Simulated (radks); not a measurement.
Question: Nb16+, 25 electrons, occupied as [Ar] 3d7. All-electron calculation, Dirac Kohn-Sham, PBE, spin-unpolarised, spherical densities, point nucleus; open shells are shared between the two j in proportion to 2j + 1. Program: a radial shooting solver on a logarithmic mesh with Libxc functionals. Some entries of the table are withheld. Estimate them.

orbital,occ.,eigenvalue (eV),<r> (bohr)
1s1/2,2,-19265.17,0.03609
2s1/2,2,-3087.948,(1)
2p1/2,2,(2),0.1343
2p3/2,4,(3),0.1387
3s1/2,2,-852.2776,0.4264
3p1/2,2,(4),0.4178
3p3/2,4,(5),0.4266
3d3/2,2.8,(6),(7)
3d5/2,4.2,(8),(9)

Answer: 
(1) 2s1/2 <r> (bohr): 0.1574
(2) 2p1/2 eigenvalue (eV): -2873.427
(3) 2p3/2 eigenvalue (eV): -2777.282
(4) 3p1/2 eigenvalue (eV): -771.9131
(5) 3p3/2 eigenvalue (eV): -754.6146
(6) 3d3/2 eigenvalue (eV): -616.2139
(7) 3d3/2 <r> (bohr): 0.3947
(8) 3d5/2 eigenvalue (eV): -612.7756
(9) 3d5/2 <r> (bohr): 0.3974
